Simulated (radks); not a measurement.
Coulomb parameter of the 3d shell of the chromium ion Cr3+ in the model configuration [Ar] 3d1.5 4p1.5, as a second difference U = [E(n + 0.25) + E(n - 0.25) - 2 E(n)] / (0.25)^2 with all orbitals relaxed. "Bare": the charge of the atom changes with n. "Screened": the 4p shell takes up the change at fixed total charge, which measures U(3d,3d) + U(4p,4p) - 2 U(3d,4p). Calculated with a radial shooting solver on a logarithmic mesh with Libxc functionals: scalar-relativistic Kohn-Sham, BLYP, spin-unpolarised, spherical densities, finite nucleus; Fermi nuclear charge, rms radius 3.6452 fm.

case                 configuration  E - E(n) (eV)
start             [Ar] 3d1.5 4p1.5          0.000
bare +0.25       [Ar] 3d1.75 4p1.5        -12.192
bare -0.25       [Ar] 3d1.25 4p1.5         13.390
screened +0.25  [Ar] 3d1.75 4p1.25         -5.891
screened -0.25  [Ar] 3d1.25 4p1.75          6.270

U(bare) = 19.166 eV, U(screened by 4p) = 6.055 eV, against the Slater integral F0(3d,3d) = 24.665 eV with frozen orbitals.
